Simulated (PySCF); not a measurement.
**[RhI2]+ at several levels of theory**

All levels use the PBE0 minimum (quintet; Rh–I 2.522 Å (×2); I–Rh–I 180.0°), basis [Rh def2-SVP with ECP28, I def2-SVP with ECP28], scalar-relativistic core potentials, density fitting, no spin–orbit coupling, PySCF. For vertical energies the ionised species is a sextet (spins chosen at PBE0 and kept) and the electron-attached one a quartet. Open shells are unrestricted, also as the reference of the correlated levels. A dash marks a value that was not computed or is not defined at that level.

```json
{"level": "PBE0", "vertical IP (eV)": "14.42", "vertical EA (eV)": "8.82", "−ε(HOMO) (eV)": "12.61"}
{"level": "HF", "vertical IP (eV)": "11.93", "vertical EA (eV)": "9.56", "−ε(HOMO) (eV)": "13.59"}
{"level": "MP2", "vertical IP (eV)": "14.81", "vertical EA (eV)": "8.05", "−ε(HOMO) (eV)": "–"}
{"level": "PBE", "vertical IP (eV)": "14.56", "vertical EA (eV)": "8.58", "−ε(HOMO) (eV)": "11.78"}
{"level": "B3LYP", "vertical IP (eV)": "14.52", "vertical EA (eV)": "8.79", "−ε(HOMO) (eV)": "12.47"}
{"level": "r2SCAN", "vertical IP (eV)": "14.59", "vertical EA (eV)": "8.60", "−ε(HOMO) (eV)": "12.16"}
{"level": "TPSSh", "vertical IP (eV)": "14.52", "vertical EA (eV)": "8.62", "−ε(HOMO) (eV)": "12.26"}
{"level": "TPSS", "vertical IP (eV)": "14.57", "vertical EA (eV)": "8.51", "−ε(HOMO) (eV)": "11.88"}
{"level": "B2PLYP", "vertical IP (eV)": "14.53", "vertical EA (eV)": "8.51", "−ε(HOMO) (eV)": "–"}
```

With open d or f shells other occupations or spin states may lie lower. Spin–orbit coupling, left out here, can matter for elements this heavy.
